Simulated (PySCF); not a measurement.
A PySCF script (with the pyscf-properties extension) for the NMR shieldings of `CCCS(=O)(=O)Cl`, C3H7ClO2S, on a PBE0-D3(BJ)/def2-TZVP geometry:

```python
import basis_set_exchange as bse
import numpy as np
from pyscf import gto, dft
from pyscf.prop import nmr

atoms = """
C     1.582994    0.684846    0.419557
C     0.728323    0.141778   -0.712178
C    -0.310189   -0.881085   -0.284456
S    -1.759497   -0.231505    0.516001
O    -2.653293   -1.307252    0.786968
O    -1.408244    0.707937    1.529028
Cl   -2.587894    0.848907   -1.027495
H     2.132291   -0.119931    0.915493
H     0.977611    1.193269    1.169909
H     2.314862    1.395729    0.032844
H     0.233162    0.954390   -1.250399
H     1.365907   -0.358483   -1.447668
H     0.078897   -1.580292    0.463822
H    -0.705645   -1.462303   -1.118825
"""
names = dict.fromkeys(["C", "S", "O", "Cl", "H"], "pcSseg-2")
basis = {el: gto.basis.parse(bse.get_basis(n, elements=[el], fmt="nwchem")) for el, n in names.items()}
mol = gto.M(atom=atoms, basis=basis, charge=0, verbose=0)
mf = dft.RKS(mol, xc="GGA_XC_KT3")
mf.grids.level = 2
mf.grids.alignment = dft.numint.BLKSIZE   # the property module wants whole blocks of grid points
mf.conv_tol = 1e-9
mf.kernel()

calc = nmr.RKS(mf)   # GIAO
sigma = calc.kernel()   # uncoupled for a functional without exact exchange
for i, s in enumerate(sigma):   # ppm
    w = np.linalg.eigvalsh((s + s.T) / 2)
    print("%2d %-2s iso %8.1f  s11 %8.1f  s22 %8.1f  s33 %8.1f" % (i, mol.atom_pure_symbol(i), w.mean(), *w))
```

Q: What does it print?

A: 
```
 0 C  iso    168.4  s11    154.0  s22    167.0  s33    184.3
 1 C  iso    158.8  s11    150.6  s22    156.6  s33    169.2
 2 C  iso    114.7  s11     88.2  s22    103.7  s33    152.1
 3 S  iso    179.6  s11     32.5  s22    138.0  s33    368.2
 4 O  iso     19.3  s11    -39.7  s22     28.9  s33     68.8
 5 O  iso     22.3  s11    -43.5  s22     15.6  s33     95.0
 6 Cl iso    402.3  s11     25.0  s22    171.8  s33   1010.1
 7 H  iso     30.9  s11     27.2  s22     28.5  s33     37.0
 8 H  iso     29.7  s11     24.4  s22     30.4  s33     34.3
 9 H  iso     30.6  s11     26.2  s22     27.9  s33     37.6
10 H  iso     29.3  s11     25.1  s22     29.2  s33     33.7
11 H  iso     29.8  s11     24.6  s22     28.8  s33     36.1
12 H  iso     28.6  s11     25.4  s22     29.0  s33     31.3
13 H  iso     28.1  s11     24.6  s22     28.5  s33     31.4
```

These numbers come from an equivalent density-fitted implementation of the same equations, which agrees with the script to about 0.01 ppm for H and up to a few tenths of a ppm for heavy atoms, so last digits may differ.

Q: Turn these shieldings into chemical shifts. δ = σ(ref) − σ, references computed at the same level: TMS for ¹³C (σref 183.24), ¹H (σref 31.63); CS2 for ³³S (σref 535.12); ¹⁷O (σref 325.30) vs H2O; ³⁵Cl (σref 942.39) against HCl.

A: Averaging equivalent atoms: C 2: 68.6; C 1: 24.4; C 0: 14.8; S 3: 356; O 4/5: 304.5; Cl 6: 540; H 12/13: 3.27; H 10/11: 2.04; H 7/8/9: 1.25 ppm. Unscaled 17O shifts of doubly bonded oxygen tend to come out too high, by tens of ppm or more. Experimental scales use liquid or dissolved standards, which lie at an offset from isolated H2O (liquid H2O: subtract about 36 ppm).

Size and cost of the density-fitted run: 364 basis functions, 77 s wall time on 1 thread of an Arm Neoverse V2, shared host; peak memory 1.4 GiB.
